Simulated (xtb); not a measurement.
xtb input (GFN1-xTB):

```bash
xtb mol.xyz --gfn 1 --sp --chrg 0 --uhf 0
```
mol.xyz:
```
10

Cl     2.29853036    -0.59768428     1.99374293
Si     1.43813877     0.47986750     0.47448894
Cl     2.85388231     0.68917260    -0.99574896
N      0.05221297    -0.32038864    -0.12669080
Si    -1.55747912     0.25242739    -0.18491867
Cl    -2.80713377    -0.97603050     0.88231717
Cl    -2.24786311     0.28678050    -2.11668315
H      1.04440820     1.80079075     0.96944916
H      0.20411278    -1.25247458    -0.49526415
H     -1.59931536     1.60422435     0.37699087
```

Output:

```
           -------------------------------------------------
          |                Calculation Setup                |
           -------------------------------------------------

           -------------------------------------------------
          |                 G F N 1 - x T B                 |
           -------------------------------------------------

        Reference                      10.1021/acs.jctc.7b00118
      * Hamiltonian:
        H0-scaling (s, p, d)           1.850000    2.250000    2.000000
        zeta-weighting                 0.000000
      * Dispersion:
        s8                             2.400000
        a1                             0.630000
        a2                             5.000000
        s9                             0.000000
      * Repulsion:
        kExp                           1.500000
        rExp                           1.000000
      * Coulomb:
        alpha                          2.000000
        third order                    atomic
        anisotropic                    false
      * Halogen bond correction:
        rad-scale                      1.300000
        damping                        0.440000

          ...................................................
          :                      SETUP                      :
          :.................................................:
          :  # basis functions                  70          :
          :  # atomic orbitals                  64          :
          :  # shells                           26          :
          :  # electrons                        44          :
          :  # halogen bonds                     4          :
          :  max. iterations                   250          :
          :  Hamiltonian                  GFN1-xTB          :
          :  restarted?                      false          :
          :  GBSA solvation                  false          :
          :  PC potential                    false          :
          :  electronic temp.          300.0000000     K    :
          :  accuracy                    1.0000000          :
          :  -> integral cutoff          0.2500000E+02      :
          :  -> integral neglect         0.1000000E-07      :
          :  -> SCF convergence          0.1000000E-05 Eh   :
          :  -> wf. convergence          0.2000000E-04 e    :
          :  Broyden damping             0.4000000          :
          :  net charge                          0          :
          :  unpaired electrons                  0          :
          ...................................................

 iter      E             dE          RMSdq      gap      omega  full diag
   1    -25.9805193 -0.259805E+02  0.747E+00    7.00       0.0  T
   2    -25.9976734 -0.171541E-01  0.430E+00    7.15       1.0  T
   3    -25.9924643  0.520903E-02  0.936E-01    6.95       1.0  T
   4    -26.0004753 -0.801092E-02  0.189E-01    7.08       1.0  T
   5    -26.0005980 -0.122752E-03  0.396E-02    7.07       1.0  T
   6    -26.0006008 -0.279780E-05  0.131E-02    7.08       2.4  T
   7    -26.0006030 -0.219048E-05  0.785E-04    7.08      40.3  T
   8    -26.0006030 -0.260700E-08  0.626E-04    7.08      50.5  T
   9    -26.0006030 -0.253379E-08  0.562E-05    7.08     562.7  T
  10    -26.0006030 -0.625278E-12  0.221E-05    7.08    1429.9  T

   *** convergence criteria satisfied after 10 iterations ***

         #    Occupation            Energy/Eh            Energy/eV
      -------------------------------------------------------------
         1        2.0000           -0.9107604             -24.7831
       ...           ...                  ...                  ...
        16        2.0000           -0.4772426             -12.9864
        17        2.0000           -0.4632321             -12.6052
        18        2.0000           -0.4617238             -12.5641
        19        2.0000           -0.4612586             -12.5515
        20        2.0000           -0.4609187             -12.5422
        21        2.0000           -0.4504293             -12.2568
        22        2.0000           -0.4204013             -11.4397 (HOMO)
        23                         -0.1603423              -4.3631 (LUMO)
        24                         -0.1535786              -4.1791
        25                         -0.1473939              -4.0108
        26                         -0.1420548              -3.8655
        27                         -0.1418436              -3.8598
       ...                                ...                  ...
        64                          1.6287975              44.3218
      -------------------------------------------------------------
                  HL-Gap            0.2600590 Eh            7.0766 eV
             Fermi-level           -0.2903718 Eh           -7.9014 eV

 SCC (total)                   0 d,  0 h,  0 min,  0.018 sec
 SCC setup                      ...        0 min,  0.000 sec (  0.480%)
 Dispersion                     ...        0 min,  0.000 sec (  0.198%)
 classical contributions        ...        0 min,  0.000 sec (  0.109%)
 integral evaluation            ...        0 min,  0.005 sec ( 27.029%)
 iterations                     ...        0 min,  0.005 sec ( 24.885%)
 molecular gradient             ...        0 min,  0.008 sec ( 45.782%)
 printout                       ...        0 min,  0.000 sec (  1.455%)

         :::::::::::::::::::::::::::::::::::::::::::::::::::::
         ::                     SUMMARY                     ::
         :::::::::::::::::::::::::::::::::::::::::::::::::::::
         :: total energy             -25.893514544666 Eh    ::
         :: gradient norm              0.050248645855 Eh/a0 ::
         :: HOMO-LUMO gap              7.076564272475 eV    ::
         ::.................................................::
         :: SCC energy               -26.000603001699 Eh    ::
         :: -> electrostatic           0.020670878428 Eh    ::
         :: repulsion energy           0.113819435479 Eh    ::
         :: dispersion energy         -0.006730978446 Eh    ::
         :: halogen bond corr.         0.000000000000 Eh    ::
         :: add. restraining           0.000000000000 Eh    ::
         :: total charge               0.000000000000 e     ::
         :::::::::::::::::::::::::::::::::::::::::::::::::::::

           -------------------------------------------------
          |                Property Printout                |
           -------------------------------------------------

    * Orbital Energies and Occupations

         #    Occupation            Energy/Eh            Energy/eV
      -------------------------------------------------------------
         1        2.0000           -0.9107604             -24.7831
       ...           ...                  ...                  ...
        10        2.0000           -0.4985406             -13.5660
        11        2.0000           -0.4952539             -13.4765
        12        2.0000           -0.4929182             -13.4130
        13        2.0000           -0.4917828             -13.3821
        14        2.0000           -0.4836839             -13.1617
        15        2.0000           -0.4795994             -13.0506
        16        2.0000           -0.4772426             -12.9864
        17        2.0000           -0.4632321             -12.6052
        18        2.0000           -0.4617238             -12.5641
        19        2.0000           -0.4612586             -12.5515
        20        2.0000           -0.4609187             -12.5422
        21        2.0000           -0.4504293             -12.2568
        22        2.0000           -0.4204013             -11.4397 (HOMO)
        23                         -0.1603423              -4.3631 (LUMO)
Note: The following floating-point exceptions are signalling: IEEE_DENORMAL
normal termination of xtb
        24                         -0.1535786              -4.1791
        25                         -0.1473939              -4.0108
        26                         -0.1420548              -3.8655
        27                         -0.1418436              -3.8598
        28                         -0.1019987              -2.7755
        29                         -0.0838533              -2.2818
        30                         -0.0722846              -1.9670
        31                         -0.0705439              -1.9196
        32                         -0.0541815              -1.4744
        33                         -0.0508441              -1.3835
       ...                                ...                  ...
        64                          1.6287975              44.3218
      -------------------------------------------------------------
                  HL-Gap            0.2600590 Eh            7.0766 eV
             Fermi-level           -0.2903718 Eh           -7.9014 eV

  Mulliken/CM5 charges         n(s)   n(p)   n(d)
     1Cl   -0.12925 -0.08549   1.891  5.247 -0.010
     2Si    0.40606  0.26535   1.065  1.479  1.049
     3Cl   -0.12928 -0.08552   1.891  5.247 -0.010
     4N    -0.42181 -0.69897   1.435  3.987  0.000
     5Si    0.40606  0.26535   1.065  1.479  1.049
     6Cl   -0.12928 -0.08552   1.891  5.247 -0.010
     7Cl   -0.12925 -0.08549   1.891  5.247 -0.010
     8H    -0.04851  0.04196   1.049  0.000  0.000
     9H     0.22377  0.42635   0.776  0.000  0.000
    10H    -0.04851  0.04196   1.049  0.000  0.000

Wiberg/Mayer (AO) data.
largest (>0.10) Wiberg bond orders for each atom

 ---------------------------------------------------------------------------
     #   Z sym  total        # sym  WBO       # sym  WBO       # sym  WBO
 ---------------------------------------------------------------------------
     1  17 Cl   1.415 --     2 Si   1.330
     2  14 Si   4.934 --     1 Cl   1.330     3 Cl   1.330     4 N    1.182
                             8 H    0.925     5 Si   0.111
     3  17 Cl   1.415 --     2 Si   1.330
     4   7 N    3.365 --     2 Si   1.182     5 Si   1.182     9 H    0.866
     5  14 Si   4.934 --     7 Cl   1.330     6 Cl   1.330     4 N    1.182
                            10 H    0.925     2 Si   0.111
     6  17 Cl   1.415 --     5 Si   1.330
     7  17 Cl   1.415 --     5 Si   1.330
     8   1 H    0.993 --     2 Si   0.925
     9   1 H    0.955 --     4 N    0.866
    10   1 H    0.993 --     5 Si   0.925
 ---------------------------------------------------------------------------

Topologies differ in total number of bonds
Writing topology from bond orders to xtbtopo.mol

 dipole moment from electron density (au)
     X       Y       Z
  -0.0055   0.0336   0.0133  total (Debye):    0.093

           -------------------------------------------------
          | TOTAL ENERGY              -25.893514544666 Eh   |
          | GRADIENT NORM               0.050248645855 Eh/α |
          | HOMO-LUMO GAP               7.076564272475 eV   |
           -------------------------------------------------

------------------------------------------------------------------------
------------------------------------------------------------------------
 total:
 SCF:
```
